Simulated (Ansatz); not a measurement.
Si(GeH3)2H2 (SiGe₂H₈), relaxed as a singlet with RKS PBE0-D4/def2-SVP in Ansatz, starting from the GFN2-xTB geometry. Force threshold 0.02 eV/Å.

Another isomer (singlet) lies 0.12 eV lower at PBE0-D4/def2-TZVP; other spin states weren't run for this one.

Start:

Cartesian coordinates in Å:
```
Ge -0.381 -1.285 -1.420
Ge 0.984 1.118 1.264
Si -0.937 0.260 0.245
H 0.648 -0.817 -2.406
H -1.521 -1.721 -2.292
H 0.189 -2.581 -0.924
H 1.885 1.904 0.358
H 1.903 0.091 1.855
H 0.732 2.059 2.404
H -1.785 -0.385 1.253
H -1.717 1.356 -0.338
```

Estimate the energy that the relaxation releases and the steps that it takes.

0.25 eV, in 4 steps; 13 s on 2 threads of Arm Neoverse V1 on a shared host. No frequencies were taken in this run, so the end may be a saddle point.

Does the start keep its bonding and symmetry?

By distances, no bond broke or formed. The bond that changes most is Ge2–Si3, from 2.34 to 2.38 Å (atoms count from 1).

Predict the relaxed structure.


```xyz
11

Ge   -0.363   -1.318   -1.459
Ge    1.031    1.132    1.286
Si   -0.924    0.256    0.241
H     0.693   -0.723   -2.409
H    -1.602   -1.706   -2.287
H     0.221   -2.595   -0.825
H     1.873    1.910    0.257
H     1.892   -0.012    1.853
H     0.664    2.086    2.439
H    -1.783   -0.412    1.268
H    -1.703    1.382   -0.363
```
Bond lengths: 2 × Ge–Si 2.38 Å; 6 × Ge–H 1.54 Å; 2 × H–Si 1.50 Å.
